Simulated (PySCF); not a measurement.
C3H4. Atoms are numbered in the order given.

```xyz
7

C      0.0000    -0.6434    -0.4996
C      0.0000     0.6434    -0.4996
C      0.0000     0.0000     0.8609
H      0.0000    -1.5717    -1.0416
H      0.0000     1.5717    -1.0416
H      0.9115     0.0000     1.4567
H     -0.9115     0.0000     1.4567
```

Geometry: B3LYP-D3(BJ)/def2-TZVP.

Method: PySCF 2.14.0 with B3LYP-D3(BJ)/def2-TZVP.

Harmonic, unscaled wavenumbers; measured fundamentals usually lie a few per cent lower.

```csv
mode,ν (cm⁻¹),IR (km/mol),moving atoms (share of kinetic energy)
1,600,85.2,"H 89 %, C 11 %"
2,785,15.8,"C 66 %, H 34 %"
3,868,0.0,"H 68 %, C 32 %"
4,923,4.6,"H 87 %, C 13 %"
5,1017,0.0,"H 92 %, C 8 %"
6,1038,40.8,"H 61 %, C 39 %"
7,1073,21.1,"H 72 %, C 28 %"
8,1114,1.9,"H 76 %, C 24 %"
9,1151,0.4,"C 84 %, H 16 %"
10,1525,2.1,"H 90 %, C 10 %"
11,1734,16.9,"C 86 %, H 14 %"
12,3042,74.2,H 96 %
13,3102,43.8,"H 89 %, C 11 %"
14,3254,0.1,H 92 %
15,3298,0.1,"H 87 %, C 13 %"
```
